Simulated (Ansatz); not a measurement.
Ansatz results at the PBE0-D4/def2-TZVP geometry: HOMO–LUMO gap (ωB97M-V/def2-TZVPP) 9.60 eV; LUMO energy (PBE0/def2-TZVPP) -0.92 eV; HOMO energy (PBE/def2-TZVPP) -5.35 eV.

Each molecule was computed in one conformer, which needn't be the lowest.

Task: Which molecule gave them?
A. `[NH2][Hf]1234([NH2])([F])[C@@H]5[C@H]1[C@H]2[C@@]3([SiH3])[C@@H]54`
B. `C[C@@]12[C@H]3[C@H]4[C@H]5[C@@H]1[TiH]45321678([OH])[C@@H]2[C@H]1[C@H]6[C@@]7(C)[C@@H]28`
C. `C[O][Zr]1234([CH3])([N](C)C)[C@@H]5[C@H]1[C@H]2[C@@]3([SiH3])[C@@H]54`
D. `C[O][Ti]12345678([F])([C@H]9[C@@H]1[C@@H]2[C@@H]3[C@H]94)[C@H]1[C@@H]5[C@@H]6[C@@H]7[C@H]18`

Result: B. The others give `[NH2][Hf]1234([NH2])([F])[C@@H]5[C@H]1[C@H]2[C@@]3([SiH3])[C@@H]54`: 10.21, -0.54, -5.55; `C[O][Ti]12345678([F])([C@H]9[C@@H]1[C@@H]2[C@@H]3[C@H]94)[C@H]1[C@@H]5[C@@H]6[C@@H]7[C@H]18`: 9.12, -1.43, -5.34; `C[O][Zr]1234([CH3])([N](C)C)[C@@H]5[C@H]1[C@H]2[C@@]3([SiH3])[C@@H]54`: 9.53, -0.55, -4.96.
